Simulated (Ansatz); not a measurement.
## A ladder of methods for InH3Cl− ([InClH3]-)

InH3Cl−: 5 atoms, total charge -1, spin state singlet. As SMILES, `[H][In-]([H])([H])[Cl]`. The shape comes from GFN2-xTB, which is rough for such elements, and wasn't checked as a minimum.

```xyz
5

In   -0.0022    0.0006   -0.1757
Cl    0.0128   -0.0204    2.1636
H     1.6208    0.0134   -0.6709
H    -0.8181    1.4110   -0.6459
H    -0.8134   -1.4046   -0.6711
```

Quantity: the energy change with the In1–Cl2 bond stretched from 2.339 to 2.924 Å, in eV. The values are calculated.

```json
{"level": "HF/STO-3G (restricted)", "kind": "Hartree–Fock", "program": "Ansatz", "value (eV)": "0.89", "less FCI/STO-3G": "+0.04", "CPU time (all runs)": "1.2 s"}
{"level": "BLYP/STO-3G (restricted)", "kind": "GGA", "program": "Ansatz", "value (eV)": "0.67", "less FCI/STO-3G": "-0.18", "CPU time (all runs)": "4.4 s"}
{"level": "r2SCAN/STO-3G (restricted)", "kind": "meta-GGA", "program": "Ansatz", "value (eV)": "0.81", "less FCI/STO-3G": "-0.04", "CPU time (all runs)": "9.9 s"}
{"level": "PBE0/STO-3G (restricted)", "kind": "global hybrid", "program": "Ansatz", "value (eV)": "0.83", "less FCI/STO-3G": "-0.02", "CPU time (all runs)": "4.8 s"}
{"level": "CAM-B3LYP/STO-3G (restricted)", "kind": "range-separated hybrid", "program": "Ansatz", "value (eV)": "0.90", "less FCI/STO-3G": "+0.05", "CPU time (all runs)": "5.2 s"}
{"level": "B2PLYP/STO-3G (restricted)", "kind": "double hybrid", "program": "Ansatz", "value (eV)": "0.84", "less FCI/STO-3G": "-0.01", "CPU time (all runs)": "6.5 s"}
{"level": "RPA@PBE/STO-3G (restricted)", "kind": "RPA", "program": "Ansatz", "value (eV)": "0.75", "less FCI/STO-3G": "-0.10", "CPU time (all runs)": "6.5 s"}
{"level": "MP2/STO-3G (restricted)", "kind": "perturbation theory", "program": "Ansatz", "value (eV)": "0.87", "less FCI/STO-3G": "+0.02", "CPU time (all runs)": "1.3 s"}
{"level": "CCSDT/STO-3G (restricted)", "kind": "coupled cluster or CI", "program": "Ansatz", "value (eV)": "0.85", "less FCI/STO-3G": "0.00", "CPU time (all runs)": "2 s"}
{"level": "FCI/STO-3G", "kind": "exact in the basis", "program": "Ansatz", "value (eV)": "0.85", "less FCI/STO-3G": "0.00", "CPU time (all runs)": "19 s"}
```

FCI/STO-3G is exact within its basis and frozen core, so for wave-function methods in that basis the difference is their error; functionals converge differently with the basis, so for them it is only a difference. All-electron rows without a relativistic Hamiltonian named are non-relativistic. Sets without diffuse functions describe the anion poorly. The first shape isn't each level's own minimum. The values span 0.67 to 0.90 eV. All rows use very small basis sets, so none should be taken for the real molecule's value. In the correlated wave-function rows the outer d shell of In is correlated, in sets not made for it. In so small a basis fixed costs decide the times, and correlated methods can beat functionals. CPU times are rough (shared hosts, several kinds of processor and program).
